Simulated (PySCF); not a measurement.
## `C1(C)=COC/C1=N/C=O`, C6H7NO2

Geometry (Å), atoms numbered from 1 in this order:
```xyz
16

C    -1.0608    1.5169   -0.0315
C     0.2244    0.7739    0.0354
C     1.4769    1.2544    0.1706
O     2.4491    0.3270    0.2001
C     1.8288   -0.9441    0.0896
C     0.3518   -0.6682   -0.0277
N    -0.5158   -1.5706   -0.2160
C    -1.8581   -1.6136   -0.1804
O    -2.5566   -1.4432    0.7883
H    -0.8918    2.5831    0.0894
H    -1.7345    1.1655    0.7485
H    -1.5484    1.3407   -0.9901
H     1.8086    2.2739    0.2617
H     2.0579   -1.5353    0.9809
H     2.2243   -1.4663   -0.7856
H    -2.2633   -1.9852   -1.1447
```

Computed, not measured: PySCF 2.14.0, GIAO KT3/pcSseg-1 magnetisability, rotational g tensor and spin-rotation constants, non-relativistic, gas phase. Geometry: GFN2-xTB.

Problem. How diamagnetic is it, and how anisotropic?

Solution. Isotropic -998 × 10⁻³⁰ J/T², or -60.1 × 10⁻⁶ cm³/mol; principal values -1144, -963, -887 × 10⁻³⁰ J/T², anisotropy 229 × 10⁻³⁰ J/T² (root of half the summed squared differences of the principal values). The susceptibility is in cgs units.

Problem. Split it along the inertial axes a, b, c into diamagnetic and paramagnetic parts about the centre of mass, with the quadrupole moment.

Solution. 
| axis | χ (10⁻⁶ cm³/mol) | diamagnetic (10⁻⁶ cm³/mol) | paramagnetic (10⁻⁶ cm³/mol) | summed x² of all electrons (Å²) | quadrupole Θ (D Å) |
| --- | --- | --- | --- | --- | --- |
| a | -53.5 | -487.6 | 434.1 | 221.0 | -11.15 |
| b | -58.5 | -1026.1 | 967.6 | 94.0 | +9.85 |
| c | -68.3 | -1336.5 | 1268.2 | 20.9 | +1.31 |

Anisotropies 2χaa − χbb − χcc = +19.7 and 2χbb − χaa − χcc = +4.9 × 10⁻⁶ cm³/mol. Θ is traceless in Buckingham's convention.

Problem. And the rotational g tensor?

Solution. 
```csv
axis,rotational constant (GHz),g,nuclear part,electronic part
a,3.2466,-0.0516,0.6104,-0.6620
b,1.2286,-0.0238,0.5347,-0.5585
c,0.9413,-0.0117,0.5491,-0.5608
```
Asymmetric top; isotopes 12C, 1H, 14N, 16O; no vibrational averaging.
